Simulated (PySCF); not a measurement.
# How methods differ on the ionisation energy of Pb³⁺

Pb³⁺ [Xe] 4f14 5d10 6s1 [6s1/2^1, M_J = 1/2] → Pb⁴⁺ [Xe] 4f14 5d10, as a difference of total energies. Calculation: PySCF 2.14, in x2c-TZVPall-2c (11s11p9d3f, 110 functions); the two-component X2C-1e Hamiltonian. Correlated levels: [Kr] 4d10 4f14 frozen; the 24 highest virtual spinors dropped. "Screened" scales the spin-orbit matrix elements by Boettger's factors to mimic the two-electron term; Breit and QED terms are absent.

Task: Order these methods by the ionisation energy they give, lowest first.
A. GMP2 (spin-free)
B. GHF (screened spin-orbit)
C. GMP2 (screened spin-orbit)
D. GHF (spin-free)

Result: D (40.670 eV), B (40.691 eV), A (42.272 eV), C (42.297 eV).

Errors of the correlated levels include the incompleteness of this basis and the frozen core.

For comparison: 42.333 eV (measured; NIST Atomic Spectra Database, ionization energies).
